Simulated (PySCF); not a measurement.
Compound: CH₇NOSeSi₂.
Atom-mapped SMILES: `[O:1]=[CH:2][NH:3][SiH2:4][Se:5][SiH3:6]` (hydrogens: H7 on C2; H8 on N3; H9, H10 on Si4; H11, H12, H13 on Si6)

Computed with PySCF, PBE0-D3(BJ)/def2-SVP geometry optimisation, gas phase.

List the bond lengths, angles and torsions at this level.

```csv
bond,length (pm),order
O1=C2,121.3,double
C2–N3,135.7,single
N3–Si4,177.8,single
Si4–Se5,226.5,single
Se5–Si6,230.4,single
C2–H7,111.5,single
N3–H8,101.4,single
"Si4–H9, Si4–H10",148.8,single
"Si6–H11, Si6–H12",148.7,single
Si6–H13,149.5,single
```

Bonds in one row agree within 1 pm and their mean is given. Orders are formal, as drawn. A selection of angles:
```csv
angle,degrees
O1–C2–N3,122.7
O1–C2–H7,122.2
N3–C2–H7,115.0
C2–N3–Si4,118.7
C2–N3–H8,117.9
Si4–N3–H8,123.3
N3–Si4–Se5,114.3
N3–Si4–H9,108.6
N3–Si4–H10,103.7
Se5–Si4–H9,111.1
Se5–Si4–H10,106.9
H9–Si4–H10,112.0
Si4–Se5–Si6,98.1
Se5–Si6–H11,110.2
Se5–Si6–H12,112.1
Se5–Si6–H13,103.3
H11–Si6–H12,112.6
H11–Si6–H13,109.4
```

Torsions: O1–C2–N3–Si4 0° (synperiplanar); C2–N3–Si4–Se5 -65° (synclinal); N3–Si4–Se5–Si6 81° (synclinal). The mirror-image conformer, all signs reversed, is as good.

The Se–Si distances run from 2.265 Å (Si4–Se5, drawn single) to 2.304 Å (Se5–Si6, drawn single), a spread of 0.039 Å. Si4 (SiH2 silicon) is distorted tetrahedral (angles from 103.7° to 114.3°). N3 (amide nitrogen) is planar (angles 123.3°, 118.7° and 117.9°, sum 359.9°, 0.03 Å off the plane of its three neighbours). Si6 (SiH3 silicon) is distorted tetrahedral (angles from 103.3° to 112.6°). Of the pairs four or more bonds apart, O1···Si6 is among the closest relative to their van der Waals radii: 3.04 Å, 84 % of the sum of Bondi's values.

Point group: C1 (no symmetry element, even within 0.4 Å). PBE0-D3(BJ)/def2-SVP frequencies: not computed here. The numbers are those of one conformer.

The run took 2.1 min on Arm Neoverse V1, one thread, shared host with 32 logical CPUs at a one-minute load of 28, and the process peaked at 0.58 GiB of memory. These figures are those of the optimisation.
